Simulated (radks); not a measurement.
Charge is removed step by step from the 4p down level of neutral silver, starting from [Ar] 3d10 4s2 4p(up 3, down 3) 4d10 5s1. All-electron calculation, scalar-relativistic Kohn-Sham, r2SCAN, spin-polarised, spherical densities, finite nucleus; open shells are filled with parallel spins first (spin-orbit coupling, left out, can overturn this in heavy ions); meta-GGA in the generalised Kohn-Sham scheme; Fermi nuclear charge, rms radius 4.5454 fm. Program: a radial shooting solver on a logarithmic mesh with Libxc functionals.

removed (e)  E - E(0) (eV)  eigenvalue (eV)  E minus straight line (eV)
0                    0.000          -60.272                       0.000
0.25                15.438          -63.330                      -1.220
0.5                 31.663          -66.565                      -1.653
0.75                48.716          -69.952                      -1.258
1                   66.632          -73.472                       0.000

Removing the whole electron costs 66.632 eV by Delta-SCF, against 60.272 eV from minus the eigenvalue at the starting occupation. Slater's transition state (half an electron removed) gives 66.565 eV. Integrating minus the eigenvalue over the occupation (Janak's theorem) gives 66.667 eV. In this scalar-relativistic scheme the density is built from large components alone, so the theorem holds only approximately. The mean slope of the eigenvalue, de/dn, is 13.2 eV per electron.
